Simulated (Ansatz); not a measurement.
Stepwise reaction of `N[Si]N` with methanol, as a gas-phase model of exchange steps in deposition or etching. ΔE in kJ/mol; ΔG adds harmonic PBE0-D4 terms to CCSD(T)/CBS, at 1 bar.

Gas-phase electronic energies from Ansatz, PBE0-D4/def2-TZVP geometries. CBS: MP2 limit from def2 TZ/QZ plus the TZ coupled-cluster correction, frozen cores. This one scheme is used for every species. Functionals use def2-TZVPP. B3LYP here is the variant with VWN-RPA as its local correlation; programs differ in this. Each species was taken in one conformer, which may not be the lowest.

```csv
step,reaction,PBE-D4,B3LYP-D4,ωB97M-V,CCSD(T)/CBS,ΔG(400 K)
1,`N[Si]N` + CH₃OH → `CO[Si]N` + NH₃,-41.3,-44.7,-43.7,-43.5,-40.3
2,`CO[Si]N` + CH₃OH → `CO[Si]OC` + NH₃,-29.9,-35.8,-31.5,-30.0,-26.7
```

Problem. By hand: ΔE of the 2 steps together at CCSD(T)/CBS.

Solution. (-43.5) + (-30.0) = -73.5 kJ/mol, or -36.8 kJ/mol a step.

In ΔE each step is higher than the one before. All are downhill at CCSD(T)/CBS. ΔG lies between -40.3 and -26.7 kJ/mol a step. PBE-D4 differs from CCSD(T)/CBS by 0.1 to 2.2 kJ/mol a step. Isolated molecules leave out the surface, adducts and barriers. Largest T1 diagnostic: 0.014.
